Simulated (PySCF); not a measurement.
CH₃BCl₂, singlet, geometry from GFN2-xTB; CAMB3LYP/6-31+G*, polarisability (PySCF).

Input for PySCF:
```python
from pyscf import gto, scf, dft
from pyscf.prop import polarizability

mol = gto.M(
    atom='''
B    -0.20108501    0.16361280   -0.16112342
Cl    1.41904673   -0.06628085   -0.69366466
Cl   -0.67274080   -0.55528024    1.32610956
C    -1.21620893    1.01107967   -1.02709883
H    -2.19280592    1.10677641   -0.56127869
H    -1.35866108    0.56186831   -2.00919821
H    -0.83305510    2.01335184   -1.21287611
''',
    basis='6-31+g*',
    verbose=4,
)

mf = dft.RKS(mol)
mf.xc = 'camb3lyp'
mf.kernel()
alpha = mf.Polarizability().polarizability()[2, 2]
print('alpha_zz =', alpha)
```

It wrote (shortened):

```
site-packages/pyscf/prop/efg/rhf.py:45: UserWarning: Module EFG is under testing
  warnings.warn('Module EFG is under testing')
site-packages/pyscf/prop/efg/dhf.py:30: UserWarning: Module EFG is under testing
  warnings.warn('Module EFG is under testing')
site-packages/pyscf/prop/zfs/uhf.py:40: UserWarning: Module ZFS is under testing
  warnings.warn('Module ZFS is under testing')
site-packages/pyscf/prop/gtensor/uhf.py:43: UserWarning: Module g-tensor is under testing
  warnings.warn('Module g-tensor is under testing')
site-packages/pyscf/prop/gtensor/uks.py:41: UserWarning: Module g-tensor is under testing
  warnings.warn('Module g-tensor is under testing')
site-packages/pyscf/prop/hfc/uks.py:35: UserWarning: Module HFC is under testing
  warnings.warn('Module HFC is under testing')
site-packages/pyscf/prop/magnetizability/rhf.py:39: UserWarning: Module magnetizability is under testing
  warnings.warn('Module magnetizability is under testing')
site-packages/pyscf/prop/magnetizability/uhf.py:37: UserWarning: Module magnetizability is under testing
  warnings.warn('Module magnetizability is under testing')
site-packages/pyscf/prop/magnetizability/rks.py:37: UserWarning: Module magnetizability is under testing
  warnings.warn('Module magnetizability is under testing')
site-packages/pyscf/prop/magnetizability/uks.py:39: UserWarning: Module magnetizability is under testing
  warnings.warn('Module magnetizability is under testing')
site-packages/pyscf/prop/polarizability/uhf.py:34: UserWarning: Module polarizability is under testing
  warnings.warn('Module polarizability is under testing')
site-packages/pyscf/prop/polarizability/rks.py:29: UserWarning: Module polarizability is under testing
  warnings.warn('Module polarizability is under testing')
site-packages/pyscf/prop/polarizability/uks.py:29: UserWarning: Module polarizability is under testing
  warnings.warn('Module polarizability is under testing')
PySCF version 2.14.0

[INPUT] verbose = 4
[INPUT] num. atoms = 7
[INPUT] num. electrons = 48
[INPUT] charge = 0
[INPUT] spin (= nelec alpha-beta = 2S) = 0
[INPUT] symmetry False subgroup None
[INPUT] Mole.unit = angstrom
[INPUT] Symbol           X                Y                Z      unit          X                Y                Z       unit  Magmom
[INPUT]  1 B     -0.201085010000   0.163612800000  -0.161123420000 AA   -0.379995596655   0.309183382473  -0.304479136053 Bohr   0.0
[INPUT]  2 Cl     1.419046730000  -0.066280850000  -0.693664660000 AA    2.681609677660  -0.125252653803  -1.310836229690 Bohr   0.0
[INPUT]  3 Cl    -0.672740800000  -0.555280240000   1.326109560000 AA   -1.271295864821  -1.049327575983   2.505983879567 Bohr   0.0
[INPUT]  4 C     -1.216208930000   1.011079670000  -1.027098830000 AA   -2.298301787950   1.910663666416  -1.940935491561 Bohr   0.0
[INPUT]  5 H     -2.192805920000   1.106776410000  -0.561278690000 AA   -4.143802633125   2.091504296029  -1.060663003655 Bohr   0.0
[INPUT]  6 H     -1.358661080000   0.561868310000  -2.009198210000 AA   -2.567497337306   1.061777223972  -3.796834346866 Bohr   0.0
[INPUT]  7 H     -0.833055100000   2.013351840000  -1.212876110000 AA   -1.574245985672   3.804683569989  -2.292003670928 Bohr   0.0

nuclear repulsion = 181.227824688732
number of shells = 42
number of NR pGTOs = 184
number of NR cGTOs = 86
basis = 6-31+g*
ecp = {}

******** <class 'pyscf.dft.rks.RKS'> ********
method = RKS
initial guess = minao
damping factor = 0
level_shift factor = 0
DIIS = <class 'pyscf.scf.diis.CDIIS'>
diis_start_cycle = 1
diis_space = 8
diis_damp = 0
SCF conv_tol = 1e-09
SCF conv_tol_grad = None
SCF max_cycles = 50
direct_scf = True
direct_scf_tol = 1e-13
XC library pyscf.dft.libxc version 7.1.2
    S. Lehtola, C. Steigemann, M. J. T. Oliveira, and M. A. L. Marques,  SoftwareX 7, 1–5 (2018)
XC functionals = camb3lyp
    T. Yanai, D. P. Tew, and N. C. Handy,  Chem. Phys. Lett. 393, 51 (2004)
radial grids:
    Treutler-Ahlrichs [JCP 102, 346 (1995); DOI:10.1063/1.469408] (M4) radial grids

becke partition: Becke, JCP 88, 2547 (1988); DOI:10.1063/1.454033
pruning grids: <function nwchem_prune>
grids dens level: 3
symmetrized grids: False
atomic radii adjust function: <function treutler_atomic_radii_adjust>
small_rho_cutoff = 0
Set gradient conv threshold to 3.16228e-05
Initial guess from minao.
tot grids = 95352
init E= -985.63439711659
  HOMO = -0.372840035993397  LUMO = -0.0403922576583415  gap/eV = 9.04636
cycle= 1 E= -985.159797720406  delta_E= 0.475  |g|= 0.35  |ddm|= 2.36
  HOMO = -0.361947243061629  LUMO = -0.027725891800813  gap/eV = 9.09463
cycle= 2 E= -985.172535040942  delta_E= -0.0127  |g|= 0.31  |ddm|= 0.756
  HOMO = -0.378312376782414  LUMO = 0.00397750803784591  gap/eV = 10.40264
cycle= 3 E= -985.197477699596  delta_E= -0.0249  |g|= 0.0252  |ddm|= 0.381
  HOMO = -0.382999901124498  LUMO = -0.00204194351581899  gap/eV = 10.36639
cycle= 4 E= -985.197653790408  delta_E= -0.000176  |g|= 0.0137  |ddm|= 0.0524
  HOMO = -0.382248605555023  LUMO = 0.000394222448564019  gap/eV = 10.41224
cycle= 5 E= -985.197707727013  delta_E= -5.39e-05  |g|= 0.00247  |ddm|= 0.0228
  HOMO = -0.381819896762094  LUMO = 0.000449489815359527  gap/eV = 10.40208
cycle= 6 E= -985.197709567527  delta_E= -1.84e-06  |g|= 0.000566  |ddm|= 0.00392
  HOMO = -0.381964561297109  LUMO = 0.000353595024779274  gap/eV = 10.40341
cycle= 7 E= -985.197709678761  delta_E= -1.11e-07  |g|= 7.83e-05  |ddm|= 0.0015
  HOMO = -0.381959031452214  LUMO = 0.00036024873953977  gap/eV = 10.40344
cycle= 8 E= -985.197709681612  delta_E= -2.85e-09  |g|= 1.54e-05  |ddm|= 0.000307
  HOMO = -0.381960038248046  LUMO = 0.000363226699766628  gap/eV = 10.40355
cycle= 9 E= -985.197709681741  delta_E= -1.29e-10  |g|= 2.44e-06  |ddm|= 6.58e-05
  HOMO = -0.381960424612135  LUMO = 0.000362831519701512  gap/eV = 10.40355
Extra cycle  E= -985.197709681741  delta_E= 2.27e-13  |g|= 8.49e-07  |ddm|= 8.28e-06
converged SCF energy = -985.197709681741
Isotropic polarizability 45.7650431138
Polarizability anisotropy 11.89986614
alpha_zz = 48.81068861770215
```
